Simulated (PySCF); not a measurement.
```xyz
4
charge 0 multiplicity 2, angstrom
Cl    0.0000    0.0000   -0.5943
Se    2.1958    0.0000    0.0867
Se   -1.0979    1.9016    0.0867
Se   -1.0979   -1.9016    0.0867
```

All numbers come from UPBE in PySCF with Cl def2-SVP, Se def2-SVP; no relativity; density-fitted integrals.

This geometry of ClSe₃ is a stationary point at this level.

(1) What is the point group?

(2) Is it a minimum?

(3) List the harmonic modes with their infrared intensities.

Results:

(1) C3v.

(2) No: it has 2 imaginary modes (one degenerate set), at 92i cm⁻¹ (e).

(3) 
| symmetry | ω (cm⁻¹) | IR (km/mol, summed over degenerate members) |
| --- | --- | --- |
| e | 92i | – |
| a1 | 105 | 0.1 |
| e | 134 | 14.0 |
| a1 | 243 | 0.0 |

Only a few start shapes were tried, so a lower isomer may exist.
